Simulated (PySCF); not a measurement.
Excitations are Tamm–Dancoff values on a coarser integration grid. The basis has no diffuse functions, so Rydberg states are missing or too high.

Cartesian coordinates (Å):
SMILES: C=CC(=C)O
```xyz
11

C     -1.8992    -0.0436    -0.4745
C     -0.6552    -0.5385    -0.3940
C      0.4830     0.1635     0.1877
C      1.7195    -0.3755     0.2470
O      0.1755     1.4123     0.6635
H     -2.7065    -0.6226    -0.9228
H     -2.1382     0.9500    -0.0947
H     -0.4301    -1.5358    -0.7788
H      2.5654     0.1573     0.6843
H      1.8993    -1.3725    -0.1485
H      0.9866     1.8054     1.0308
```
Charge 0, spin multiplicity 1.

**Question.** Estimate the S1–T1 gap (TDA), HOMO, LUMO, total energy and brightest of the four lowest singlets (TDA) that PBE-D3(BJ)/def2-TZVP (PySCF 2.14.0) returns for this input.

**Answer.** 
```
Property                                           Result
-------------------------------------------  ------------
S1–T1 gap (TDA)                                   2.11 eV
HOMO                                             -5.44 eV
LUMO                                             -1.73 eV
total energy                                 -231.0256 Ha
brightest of the four lowest singlets (TDA)       6.41 eV
```
